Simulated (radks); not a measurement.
Results of a calculation; reference values are marked as such.
Problem. The silicon anion Si4-, [Ar], held by a Watson sphere: a shell of charge +4 at radius R that stands for the Madelung well of a crystal (potential energy -4/R inside, -4/r outside, in hartree with lengths in bohr). Level of theory: non-relativistic Kohn-Sham, LDA (Slater exchange, VWN5 correlation), spin-polarised, spherical densities, point nucleus (a radial shooting solver on a logarithmic mesh with Libxc functionals). Response by self-consistent Sternheimer equations with the Hartree and adiabatic LDA kernel. The sphere does not respond.

| R (bohr) | e(2p) (eV) | e(3s) (eV) | e(3p) (eV) | <r> 3p (bohr) | sum of <r^2> (bohr^2) | X-ray form factor at sin(theta)/lambda = 0.2 1/angstrom | alpha (bohr^3) |
|---|---|---|---|---|---|---|---|
| 2.11 | -92.628 | -14.926 | -7.804 | 2.449 | 54.98 | 10.162 | 36.27 |
| 3.17 | -92.048 | -11.441 | -5.803 | 3.028 | 80.48 | 9.496 | 80.99 |
| 3.26 | -92.085 | -11.217 | -5.652 | 3.078 | 82.88 | 9.475 | 86.75 |
| 3.33 | -92.113 | -11.051 | -5.537 | 3.117 | 84.78 | 9.462 | 91.51 |
| 3.55 | -92.200 | -10.567 | -5.193 | 3.239 | 90.88 | 9.435 | 108.2 |
| 3.82 | -92.292 | -10.052 | -4.808 | 3.391 | 98.68 | 9.427 | 132.5 |
| 3.94 | -92.326 | -9.849 | -4.649 | 3.459 | 102.3 | 9.431 | 144.8 |
| 4.65 | -92.458 | -8.930 | -3.859 | 3.868 | 125.1 | 9.495 | 241.0 |

Estimate the row for R = 3.88 bohr.

Solution. e(2p) (eV) -92.309; e(3s) (eV) -9.949; e(3p) (eV) -4.727; <r> 3p (bohr) 3.425; sum of <r^2> (bohr^2) 100.5; X-ray form factor at sin(theta)/lambda = 0.2 1/angstrom 9.428; alpha (bohr^3) 138.5.
